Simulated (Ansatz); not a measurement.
# Two-coordinate energy map

ZnHS (SMILES [S][ZnH]), doublet, PBE0-D4/def2-TZVP minimum:

| atom | x (Å) | y (Å) | z (Å) |
| --- | --- | --- | --- |
| S1 | -1.6904 | 0.4794 | -0.8691 |
| Zn2 | 0.1850 | -0.0525 | 0.0951 |
| H3 | 1.5054 | -0.4269 | 0.7740 |

Rows set the bond length S1–Zn2 (Å; 2.175 at the minimum), columns the bond length Zn2–H3 (Å; 1.531), set in this order; the parts move rigidly, in a bend the first-named atom's side turns in the plane, and in a torsion the whole end group turns. CCSD(T) energies count from the value at that structure, in kcal/mol. Computed with Ansatz 0.2.0 (basis: def2-TZVPP); correlated methods freeze the cores; orbitals are unrestricted. The 3s and 3p shells of Cu and Zn are frozen; filled d shells are correlated.

```tsv
S1–Zn2 \ Zn2–H3	1.378	1.423	1.488	1.565	1.649	1.740	1.837
1.957	?	12.11	?	10.57	12.48	15.99	20.80
2.021	8.89	6.58	5.00	5.15	?	10.62	15.44
2.114	4.72	2.45	0.91	1.10	3.08	6.63	11.45
2.222	4.05	1.80	0.28	?	2.48	6.03	10.83
2.343	6.79	4.54	3.01	–	–	–	–
```

Problem. Fill in the withheld cells. (An estimate is asked for; the value comes from the calculation.)

Solution. The calculation gives: (1.957, 1.378): 14.44; (1.957, 1.488): 10.47; (2.021, 1.649): 7.09; (2.222, 1.565): 0.49 kcal/mol. These count from the CCSD(T) energy at the PBE0-D4 minimum.

The same grid for a cheaper method: PBE-D4 − CCSD(T), both counted from the minimum, in kcal/mol:
```tsv
S1–Zn2 \ Zn2–H3	1.378	1.423	1.488	1.565	1.649	1.740	1.837
1.957	-0.67	-0.79	-0.96	-1.17	-1.39	-1.60	-1.83
2.021	-0.24	-0.35	-0.52	-0.73	-0.95	-1.17	-1.41
2.114	0.21	0.10	-0.07	-0.28	-0.51	-0.75	-1.01
2.222	0.47	0.38	0.21	-0.01	-0.26	-0.52	-0.79
2.343	0.52	0.43	0.26	–	–	–	–
```

No T1 diagnostic of these runs exceeds 0.017. ⟨S²⟩ of the unrestricted Hartree–Fock references: 0.76 (a pure state has 0.75).

For scale, one of the runs: CCSD(T)/def2-TZVPP, 120 basis functions (an equivalent command: `ansatz run in.yaml --threads 2`). Hardware: 2 CPU threads, shared host. Wall time 22 s; peak host memory 0.75 GiB.
